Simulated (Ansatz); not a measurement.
Species: C₅H₆, charge 0, singlet. C5H6 (SMILES C(#C)C1CC1).
B3LYP-D3(BJ)/def2-TZVP minimum from Ansatz (a quantum-chemistry and plane-wave program):
```
C
H 1 1.0832
C 1 1.4328 2 114.73
C 3 1.2014 2 152.83 1 -180.00
H 4 1.0618 2 162.42 1 -180.00
C 1 1.5159 2 116.05 3 -146.70
H 6 1.0805 1 116.77 2 145.23
H 6 1.0812 7 115.00 1 142.92
C 6 1.4952 7 118.09 8 147.99
H 9 1.0805 6 118.09 7 0.00
H 9 1.0812 10 115.00 6 147.99
```
Charge 0, spin multiplicity 1.

Wanted: atomisation energy (electronic, to ground-state atoms), in kcal/mol. UHF or UKS for unpaired electrons; spin-orbit terms are left out. CBS(X,Y): correlation extrapolated as X^-3, Hartree-Fock from the larger set. A bracket is a step between two methods taken in the basis named. The functionals are non-relativistic, so their misses hold any scalar relativity. Double hybrids freeze cores in their MP2 part. 'core' is core correlation in cc-pwCVTZ, 'X2C' scalar relativity in cc-pVTZ-DK, both at CCSD(T). Where a partner has so few electrons that a lower coupled-cluster level is exact, that level stands in.

CCSD(T)/CBS(cc-pVTZ,cc-pVQZ) + [CCSDT(Q) - CCSD(T)]/cc-pVDZ + core + X2C (Ansatz) gives 1143.4 kcal/mol.

Question: What does PBE/def2-TZVPD (Ansatz) give here, and how do the other levels compare?

Answer: PBE gives 1171.9 kcal/mol, 28.5 kcal/mol above it. Differences of the others: r2SCAN/def2-TZVPD (Ansatz) 0.1; B3LYP/def2-TZVPD (Ansatz) -10.2; PBE0/def2-TZVPD (Ansatz) 8.2; wB97M-V/def2-TZVPD (Ansatz) -0.4; B2PLYP/def2-TZVPD (Ansatz) -13.7; CCSD(T)/CBS(cc-pVTZ,cc-pVQZ) + core + X2C (Ansatz) -0.7 kcal/mol. Nearer than PBE: r2SCAN/def2-TZVPD, B3LYP/def2-TZVPD, PBE0/def2-TZVPD, wB97M-V/def2-TZVPD, B2PLYP/def2-TZVPD, CCSD(T)/CBS(cc-pVTZ,cc-pVQZ) + core + X2C.
